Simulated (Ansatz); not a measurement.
The cluster Au9. Charge 0, multiplicity 2. Geometry PBE-D4/def2-SVPD, that of the charge -1 singlet; atoms count from 1.

```xyz
9

Au   -1.643    0.177   -2.793
Au   -2.980    1.037    2.426
Au    0.891   -0.589   -3.656
Au    2.704   -0.882   -1.563
Au    0.216   -0.149   -0.893
Au    2.109   -0.468    1.075
Au   -0.462    0.306    1.895
Au   -2.327    0.614   -0.180
Au    1.492   -0.046    3.690
```

In the def2 sets Au takes a core potential; there is no spin–orbit coupling. The structure comes from a short search, and lower isomers may exist.

(1) Estimate the Mulliken populations from the PBE/def2-SVP orbitals of Ansatz.

(2) Where does the spin sit?

(3) And the Mayer bond orders between bonded heavy atoms (over 0.3)?

## Answers

(1) 
| atom | charge (e) | spin (α − β) | d electrons |
| --- | --- | --- | --- |
| Au1 | 0.19 | 0.05 | 9.76 |
| Au2 | 0.20 | 0.12 | 9.78 |
| Au3 | 0.13 | 0.36 | 9.82 |
| Au4 | 0.19 | 0.05 | 9.76 |
| Au5 | -0.68 | 0.10 | 9.77 |
| Au6 | 0.03 | 0.06 | 9.75 |
| Au7 | -0.28 | 0.08 | 9.77 |
| Au8 | 0.03 | 0.06 | 9.75 |
| Au9 | 0.20 | 0.12 | 9.78 |
Mulliken values and Mayer orders depend strongly on the basis.

(2) Summed by element: Au 1.00, of 1 unpaired in all. Largest on single atoms: Au3 0.36, Au9 0.12, Au2 0.12.

(3) Au1–Au3 0.37 (2.78 Å); Au1–Au5 0.53 (2.68 Å); Au1–Au8 0.44 (2.74 Å); Au2–Au7 0.58 (2.68 Å); Au2–Au8 0.55 (2.72 Å); Au3–Au4 0.37 (2.78 Å); Au3–Au5 0.42 (2.88 Å); Au4–Au5 0.53 (2.68 Å); Au4–Au6 0.44 (2.74 Å); Au5–Au6 0.46 (2.75 Å); Au5–Au7 0.35 (2.91 Å); Au5–Au8 0.46 (2.75 Å); Au6–Au7 0.35 (2.81 Å); Au6–Au9 0.55 (2.72 Å); Au7–Au8 0.35 (2.81 Å); Au7–Au9 0.58 (2.68 Å).
